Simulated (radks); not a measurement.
Q: Coherent X-ray form factor from a spherical all-electron density. Method: scalar-relativistic Kohn-Sham, PBE, spin-unpolarised, spherical densities, point nucleus; computed with a radial shooting solver on a logarithmic mesh with Libxc functionals.

sin(theta)/lambda (1/angstrom),f0 (electrons)
0.05,74.319
0.1,72.391
0.15,69.513
0.2,66.059
0.25,62.372
0.3,58.708
0.4,51.984
0.5,46.306
0.6,41.546
0.8,33.893
1,27.894
1.25,22.304
1.5,18.584
2,14.527

The species is in the configuration that NIST lists as its ground one. Which atom or ion scatters so?

A: The platinum ion Pt3+, [Xe] 4f14 5d7. Extrapolating in s^2 from the first two rows gives f0(0) = 75.0, near the electron count 75; among species with that count, the fall with angle is slower the higher Z, and the table is that of Z = 78; from so few rows the species is fixed only to a neighbour or two.
